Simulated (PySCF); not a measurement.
C3H5Cl. Atoms are numbered in the order given.

```xyz
9

C      1.3718    -0.9642     0.0000
C      0.1333    -0.4420     0.0000
C     -1.1578    -1.2004     0.0000
Cl    -0.0794     1.3057     0.0000
H      2.2681    -0.3289     0.0000
H      1.4997    -2.0571     0.0000
H     -1.7657    -0.9404     0.8914
H     -0.9708    -2.2915     0.0000
H     -1.7657    -0.9404    -0.8914
```

The structure is a stationary point at PBE-D3(BJ)/def2-SVP.

All values below come from CAM-B3LYP/def2-TZVP run with PySCF.

Isolated molecule, no solvent.

```json
{
  "total_energy": "-577.50746 hartree",
  "point_group": "Cs",
  "highest_occupied_level": "-8.60 eV",
  "lowest_empty_level": "0.99 eV",
  "orbital_gap": "9.60 eV",
  "dipole_moment": "1.65 D",
  "quadrupole, principal values (traceless, Buckingham form, about the centre of nuclear charge)": "-3.14, 0.79, 2.35 D·Å",
  "mean_static_polarisability": "49.7 bohr³ (7.37 Å³)",
  "polarisability_principal_values": "34.5, 51.4, 63.3 bohr³"
}
```
